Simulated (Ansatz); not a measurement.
C$_{2}$H$_{3}$O$_{2}$ (SMILES CO[C]=O), doublet, at a GFN2-xTB geometry; Ansatz (a program for electronic structure) with MP2/def2-QZVP.

Input for Ansatz:
Ansatz 0.2 input:
```yaml
crystal:
  periodic: [false, false, false]
  atoms:
    - {symbol: C, position_ang: [-1.45825576, -0.14179936, -0.06483816]}
    - {symbol: O, position_ang: [-0.14818380, -0.70604145, -0.40397810]}
    - {symbol: C, position_ang: [0.92726073, -0.10816899, -0.07440311]}
    - {symbol: O, position_ang: [1.20790930, 0.90080956, 0.50512524]}
    - {symbol: H, position_ang: [-1.96523348, 0.09259948, -0.99837983]}
    - {symbol: H, position_ang: [-2.00291797, -0.90503546, 0.48592879]}
    - {symbol: H, position_ang: [-1.32368251, 0.75410111, 0.53872168]}
basis:
  gaussian:
    orbitals: def2-QZVP.json
magnetization: {spin_polarized: true, initial_magnetization: 1}
correlation: {method: mp2}
```
The basis file holds def2-QZVP in the JSON format of the Basis Set Exchange.

Task: Write the output that Ansatz gives for this input, abridged.

Result: 
```
Functional definition: HF
1959 factors; integrals over basis functions are off by at most 6.6e-4 eV
mean field evaluation 1: about -6180.7705 eV, gradient 2.7e1 eV
mean field evaluation 2: about -6180.7713 eV, gradient 2.7e1 eV
mean field evaluation 4: about -6183.9176 eV, gradient 3.8e0 eV
mean field evaluation 8: about -6184.0497 eV, gradient 3.3e-1 eV
mean field -6184.05348895 eV, -227.2597740168 hartree, gradient 7.6e-6 eV, S^2 0.762580; 0 other end points of the search recorded, 0 dependent functions left out
4 core orbitals not correlated
reference -6184.05348895 eV, -227.2597740168 hartree; 12, 11 occupied and 302, 303 virtual orbitals, 1959 factors
second order -22.34038394 eV of doubles, -0.00000000 eV of singles
Total energy: -6206.39387288 eV, -228.0807679836 hartree
```
